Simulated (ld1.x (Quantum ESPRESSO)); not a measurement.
Ranking RRKJ potentials for oxygen (O)

All share these settings but for the change named:

| Property | Result |
| --- | --- |
| Element | oxygen (O) |
| Generator | ld1.x (Quantum ESPRESSO) 7.5 |
| Type | norm-conserving RRKJ (Kleinman–Bylander form) |
| Functional | PBEsol |
| Relativity | scalar-relativistic |
| Frozen core | [He] |
| Valence charge | 6 |
| Reference configuration | 2s2 2p3 (charge +1) |
| Partial waves | 2p (bound): rc 1.95 bohr; 2s (bound): rc 0.85 bohr |
| Local potential | the s channel |
| Core correction | Bessel-smoothed model core inside 0.70 bohr |
| rho0 | 0.02 |

Test errors are all-electron minus pseudo excitation energies from the reference, over 2s2 2p4; 2s2 2p2; 2s2 2p1; 2s2 2p0; 2s1 2p4; 2s1 2p5; 2s2 2p4.3. None of these files shows a bound ghost.

The base gives 5847.9 meV.

Of 8 variants that were run, those that failed, showed a ghost or another fault, or gave nearly equal values are left out.

(1) Rank these variants by their largest absolute test error, smallest first.
A. all radii but the core radius scaled by about 1.14 (s 0.96, p 2.22 bohr)
B. all radii but the core radius scaled by about 1.06 (s 0.90, p 2.08 bohr)
C. all radii but the core radius scaled by about 0.89 (s 0.76, p 1.74 bohr)
D. all radii but the core radius scaled by about 1.24 (s 1.06, p 2.42 bohr)
E. all radii but the core radius scaled by about 1.41 (s 1.20, p 2.74 bohr)

## Answers

(1) C (3741.4 meV), B (6908.8 meV), A (8748.2 meV), D (11672.3 meV), E (15120.7 meV).
